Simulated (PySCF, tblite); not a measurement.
C8H14Si.
SMILES with atom numbers: `[CH2:1]=[CH:2][CH2:3][C@@:4]1([C:5](=[CH2:6])[CH3:7])[CH2:8][SiH2:9]1` (hydrogens: H10, H11 on C1; H12 on C2; H13, H14 on C3; H15, H16 on C6; H17, H18, H19 on C7; H20, H21 on C8; H22, H23 on Si9)

Geometry (GFN2-xTB, Å), atoms numbered from 1 in this order:
```xyz
23
C8H14Si angstrom
C      2.7593    1.0424    0.2978
C      1.9541    0.2976   -0.4357
C      1.1115   -0.8221    0.0890
C     -0.3501   -0.5873   -0.2752
C     -0.9072    0.6697    0.2787
C     -1.5366    1.5946   -0.4354
C     -0.7417    0.8395    1.7636
C     -0.7338   -1.0277   -1.6940
Si    -1.5070   -2.1027   -0.3624
H      2.8859    0.8715    1.3551
H      3.3352    1.8491   -0.1230
H      1.8453    0.4935   -1.4944
H      1.2392   -0.9091    1.1693
H      1.4410   -1.7627   -0.3627
H     -1.9436    2.4775    0.0279
H     -1.6557    1.5341   -1.5023
H      0.2767    1.1468    1.9971
H     -1.4183    1.6025    2.1397
H     -0.9440   -0.0973    2.2809
H     -1.3586   -0.3604   -2.2679
H      0.0795   -1.4107   -2.2955
H     -0.9304   -3.4107   -0.1029
H     -2.9054   -1.9012   -0.0375
```

Computed with PBE0/pcSseg-1 in PySCF (dipole) on a GFN2-xTB geometry, gas phase.

Masses are those of the commonest isotopes; rigid-rotor values at the optimised geometry. The values belong to one conformer with, in the numbering `[CH2:1]=[CH:2][CH2:3][C@@:4]1([C:5](=[CH2:6])[CH3:7])[CH2:8][SiH2:9]1`, C1–C2–C3–C4 124°, C2–C3–C4–C5 -60°, C3–C4–C5–C6 128°.

(1) Give the principal moments of inertia and the rotational constants in GHz.

(2) What kind of rotor is it?

(3) What does the inertial defect say?

(4) Give the other two planar moments, Paa and Pbb, and the rms extents of the mass along the axes.

(5) List the rotational levels J(Ka,Kc) to J = 4 (MHz).

(6) Predict some low-J microwave lines.

Answers

(1) Ia = 283.49, Ib = 466.53, Ic = 574.71 u·Å²; 505379 MHz·u·Å²/I gives 1783, 1083 and 879.4 MHz, that is A = 1.7827, B = 1.0833, C = 0.8794 GHz.

(2) An asymmetric top. Ray's parameter κ = (2B − A − C)/(A − C) = -0.549; −1 is the prolate and +1 the oblate limit.

(3) Not planar: Δ = Ic − Ia − Ib = -175.30 u·Å². For a rigid frame Δ = −2 Σ m c², so Σ m c² = 87.65 u·Å² lies off the ab plane: 27.71 from hydrogen and 59.94 from heavier atoms. The atom farthest from that plane is 2.11 Å away.

(4) Paa = Σ m a² = (Ib + Ic − Ia)/2 = 378.88 and Pbb = Σ m b² = (Ia + Ic − Ib)/2 = 195.84 u·Å². With the mass M = 138.09 u, the rms extents √(P/M) along a, b and c are 1.66, 1.19, 0.80 Å.

(5) Above 0(0,0):
J = 1: 1(0,1) 1963, 1(1,1) 2662, 1(1,0) 2866
J = 2: 2(0,2) 5849, 2(1,2) 6383, 2(1,1) 6995, 2(2,1) 9093, 2(2,0) 9132
J = 3: 3(0,3) 11592, 3(1,3) 11943, 3(1,2) 13162, 3(2,2) 14981, 3(2,1) 15165, 3(3,1) 19010, 3(3,0) 19015
J = 4: 4(0,4) 19119, 4(1,4) 19321, 4(1,3) 21329, 4(2,3) 22802, 4(2,2) 23308, 4(3,2) 26926, 4(3,1) 26958, 4(4,1) 32479, 4(4,0) 32479

(6) The dipole components are |μa| = 0.39 D, |μb| = 0.33 D, |μc| = 0.44 D. The squared components, which scale the intensities, stand as 0.77 : 0.56 : 1.00 (a : b : c). Some lines, for components of 0.1 D or more:

```csv
type,branch,"J(Ka,Kc)",MHz,lower level (cm⁻¹)
c,Q,"2(1,2) ← 2(0,2)",534,0.195
a,Q,"2(1,1) ← 2(1,2)",612,0.213
c,Q,"1(1,1) ← 1(0,1)",699,0.065
b,Q,"1(1,0) ← 1(0,1)",903,0.065
b,Q,"2(1,1) ← 2(0,2)",1146,0.195
a,R,"1(0,1) ← 0(0,0)",1963,0.000
c,Q,"2(2,1) ← 2(1,1)",2098,0.233
b,Q,"2(2,0) ← 2(1,1)",2137,0.233
b,R,"1(1,1) ← 0(0,0)",2662,0.000
b,Q,"2(2,1) ← 2(1,2)",2710,0.213
c,R,"1(1,0) ← 0(0,0)",2866,0.000
b,R,"2(0,2) ← 1(1,1)",3187,0.089
a,R,"2(1,2) ← 1(1,1)",3721,0.089
a,R,"2(0,2) ← 1(0,1)",3887,0.065
a,R,"2(1,1) ← 1(1,0)",4129,0.096
b,R,"2(1,2) ← 1(0,1)",4421,0.065
c,R,"2(1,1) ← 1(0,1)",5033,0.065
b,R,"2(2,1) ← 1(1,0)",6227,0.096
c,R,"2(2,0) ← 1(1,0)",6266,0.096
c,R,"2(2,1) ← 1(1,1)",6431,0.089
b,R,"2(2,0) ← 1(1,1)",6470,0.089
```

Its GFN2-xTB frequencies are all real (lowest 26 cm⁻¹). These are rigid-rotor constants of the computed structure; measured ground-state constants (B0) also hold zero-point vibration. A rigid rotor knows nothing of internal rotation, which can split or shift real lines.
